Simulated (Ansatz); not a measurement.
Reaction (isomerisation): `O=C/N=C\[SiH3]` → `O[SiH2]C1=NC1`

Calculated with Ansatz (gas phase, PBE0-D4/def2-TZVP geometries, no zero-point term in ΔE). CCSD(T)/CBS adds triple-zeta CCSD(T) − MP2 to the extrapolated MP2 energy (def2 sets, frozen cores). Functionals use def2-TZVPP. B3LYP here is the variant with VWN-RPA as its local correlation; programs differ in this. Each species was taken in one conformer, which may not be the lowest.

`O=C/N=C\[SiH3]`:

```xyz
10

O     0.301    1.255   -1.672
C    -0.800    1.055   -1.232
N    -1.109    1.032    0.123
C    -0.473    0.282    0.924
Si    0.875   -0.996    0.491
H    -1.692    0.948   -1.874
H    -0.728    0.404    1.983
H     0.760   -2.076    1.506
H     2.205   -0.355    0.618
H     0.662   -1.549   -0.866
```

`O[SiH2]C1=NC1`:

```xyz
10

O    -1.517   -0.044   -1.908
Si   -0.563    0.817   -0.894
C     0.182   -0.280    0.409
N     0.276   -1.497    0.711
C     0.997   -0.525    1.598
H    -1.204   -0.896   -2.214
H    -1.414    1.835   -0.241
H     0.585    1.464   -1.580
H     0.577   -0.361    2.586
H     2.081   -0.513    1.532
```

Question: Is it downhill or uphill in electronic energy at CCSD(T)/CBS, and by how much? (Best estimate.)

Answer: The calculation gave: Downhill: ΔE = -61.5 kJ/mol.

Question: What do these levels give: PBE0, B3LYP, HF/def2-TZVPP, HF/def2-QZVPP, SCS-MP2/def2-QZVPP, HF/CBS(def2)? (Best estimate.)

Answer: The calculation gave: PBE0 -52.2, B3LYP -39.4, HF/def2-TZVPP -40.5, HF/def2-QZVPP -41.9, SCS-MP2/def2-QZVPP -69.6, HF/CBS(def2) -42.1 kJ/mol.

Largest T1 diagnostic among the species: 0.017.

The D4 term adds +3.1 kJ/mol with B3LYP and +1.6 kJ/mol with PBE0; it sums over pairs of atoms, weighted by their polarisabilities, and B3LYP, whose exchange is more repulsive, gets the larger term. From PBE to PBE0 (25 % exact exchange), in def2-TZVPP and without D4, ΔE moves by −12.9 kJ/mol.
